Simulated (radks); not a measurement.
The mean radii <r> (bohr) of the occupied orbitals of an atom or ion are listed with their occupations. Method: Dirac Kohn-Sham, LDA (Slater exchange, Perdew-Wang correlation), spin-unpolarised, spherical densities, finite nucleus; Fermi nuclear charge, rms radius of each element as measured or else 0.836 A^(1/3) + 0.57 fm; computed with a radial shooting solver on a logarithmic mesh with Libxc functionals.

| orbital | occ. | <r> |
|---|---|---|
| 1s1/2 | 2 | 0.02003 |
| 2s1/2 | 2 | 0.08436 |
| 2p1/2 | 2 | 0.07010 |
| 2p3/2 | 4 | 0.07749 |
| 3s1/2 | 2 | 0.2207 |
| 3p1/2 | 2 | 0.2104 |
| 3p3/2 | 4 | 0.2243 |
| 3d3/2 | 4 | 0.1974 |
| 3d5/2 | 6 | 0.2017 |
| 4s1/2 | 2 | 0.4980 |
| 4p1/2 | 2 | 0.5062 |
| 4p3/2 | 4 | 0.5384 |
| 4d3/2 | 4 | 0.5652 |
| 4d5/2 | 6 | 0.5766 |
| 5s1/2 | 2 | 1.233 |
| 5p1/2 | 2 | 1.399 |
| 5p3/2 | 4 | 1.522 |
| 4f5/2 | 6 | 0.8030 |
| 4f7/2 | 7 | 0.8316 |
| 5d3/2 | 2 | 4.148 |

Name the element and its charge. Open shells, if any, fill j = l - 1/2 first.

Answer. Z = 69, thulium, charge 0: Tm in [Xe] 4f13 5d2. The 1s radius gives Z: for a bare nucleus <r> = (2 gamma + 1)/(2Z) with gamma = sqrt(1 - (Z/c)^2), 0.01977 bohr for Z = 69, and screening makes it slightly larger (0.02003 here). The occupations add up to 69, and the charge is Z minus that.
